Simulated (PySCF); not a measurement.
**Electronic absorption of C2H11NOSi3**

Compound: C₂H₁₁NOSi₃.
Geometry (GFN2-xTB, Å), atoms numbered from 1 in this order:
```
atom  x, y, z in Å
C1     2.424   -0.477    0.477
C2     2.275    0.404   -0.499
Si3    0.622    1.058   -1.123
N4    -0.688    0.272   -0.279
Si5   -1.687    1.192    0.810
Si6   -1.110   -1.360   -0.729
O7    -1.742   -2.181    0.519
H8     3.389   -0.833    0.809
H9     1.568   -0.885    0.992
H10    3.163    0.788   -0.987
H11    0.527    2.499   -0.871
H12    0.496    0.789   -2.561
H13   -2.461    0.270    1.640
H14   -2.583    2.067    0.047
H15   -0.796    1.985    1.662
H16    0.119   -1.997   -1.197
H17   -2.210   -1.403   -1.683
H18   -1.314   -2.181    1.371
```

Method: TDDFT wB97X-D/def2-SVPD, vertical, gas phase, core orbitals frozen in the response in PySCF 2.14.0, density-fitted response routines.

| state | E (eV) | λ (nm) | ν̃ (cm⁻¹) | f | main configurations (H = HOMO, L = LUMO) |
| --- | --- | --- | --- | --- | --- |
| S1 | 6.40 | 193.8 | 51610 | 0.0023 | H→L (76%), H-3→L (15%) |
| S2 | 6.72 | 184.5 | 54190 | 0.0020 | H→L+1 (46%), H→L+2 (45%) |
| S3 | 7.02 | 176.6 | 56620 | 0.024 | H→L+2 (38%), H→L+1 (32%) |
| S4 | 7.22 | 171.7 | 58240 | 0.261 | H-1→L (82%), H→L+4 (8%) |
| S5 | 7.41 | 167.4 | 59730 | 0.018 | H-3→L (40%), H→L (14%) |
| S6 | 7.57 | 163.7 | 61100 | 0.017 | H→L+4 (48%), H-1→L+1 (9%), H-3→L (9%) |
| S7 | 7.64 | 162.2 | 61650 | 0.017 | H-1→L+1 (34%), H-1→L+2 (27%), H→L+4 (14%) |
| S8 | 7.87 | 157.6 | 63440 | 0.0011 | H-2→L+1 (21%), H-1→L+2 (16%), H-1→L+1 (16%) |

Triplets (Tamm–Dancoff): T1 4.46 eV, H-1→L (86%); T2 6.00 eV, H→L (57%), H-3→L (29%), H-2→L (8%); T3 6.46 eV, H→L+2 (61%), H→L+1 (28%).

The lowest singlet comes at 194 nm (617 kJ/mol) in the vacuum ultraviolet; it is very weak; its leading configuration is HOMO→LUMO (76%). The most intense listed level is S4 at 7.22 eV (172 nm, f = 0.261), 0.82 eV above S1. Löwdin shares by element: HOMO nitrogen 47%, silicon 23% (atoms not listed hold the other 31%); LUMO carbon 64%, silicon 10% or more, hydrogen 5% or more (atoms not listed hold the other 20%). The oscillator strengths of these states sum to 0.341; summed over the whole spectrum of an exact calculation they would give the number of electrons, 80 (Thomas–Reiche–Kuhn). Of the 8 states listed, 5 reach f = 0.01 and none stays under 0.0005. Orbital energies (eV): HOMO-3 -11.04, HOMO-2 -10.92, HOMO-1 -9.92, HOMO -9.42, LUMO 1.30, LUMO+1 1.64, LUMO+2 1.90. The window holds the lowest 8 singlets.

One conformer stands for the species.
